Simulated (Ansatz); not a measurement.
System: isocyanato(trimethyl)germane, C4H9GeNO, charge 0, multiplicity 1. SMILES: [CH3][Ge]([CH3])([N]=C=O)[CH3]
Geometry from a B3LYP-D3(BJ)/def2-TZVP (Ansatz, a program for electronic structure) optimisation:
```xyz
16

C     -0.9128    -0.9688     1.6440
Ge    -0.3600     0.3548     0.3121
C      1.0185     1.5704     0.9855
C     -1.8705     1.2951    -0.4917
N      0.4098    -0.5967    -1.0987
C      1.2968    -1.3466    -1.3890
O      2.1440    -2.0811    -1.7364
H     -0.0464    -1.5177     2.0124
H     -1.3980    -0.4745     2.4867
H     -1.6139    -1.6753     1.2008
H      1.3571     2.2308     0.1878
H      1.8714     1.0038     1.3584
H      0.6196     2.1780     1.7988
H     -2.3927     1.8874     0.2604
H     -1.5196     1.9596    -1.2807
H     -2.5696     0.5791    -0.9226
```
Charge 0, spin multiplicity 1.

Property: atomisation energy (electronic, to ground-state atoms), in kJ/mol. Correlated levels leave the core frozen unless marked. Open shells are spin-unrestricted. Spin-orbit coupling is left out. The frozen core is the preceding noble-gas configuration, with the filled d and f shells of earlier blocks. Non-relativistic. The coupled-cluster limit lacks core correlation, which all-electron functionals hold. Basis-set limits of correlation are two-point, X^-3; Hartree-Fock from the larger set.

```
level              program  atomisation energy (kJ/mol)
-----------------  -------  ---------------------------
HF/cc-pVTZ          Ansatz                       4636.3
PBE/def2-TZVPD      Ansatz                       6566.4
revPBE/def2-TZVPD   Ansatz                       6337.7
PBE0/STO-3G         Ansatz                       7614.9
```

### Question
Estimate the value at CCSD(T)/CBS(cc-pVTZ,cc-pVQZ) as computed with Ansatz.

### Answer
6423.4 kJ/mol
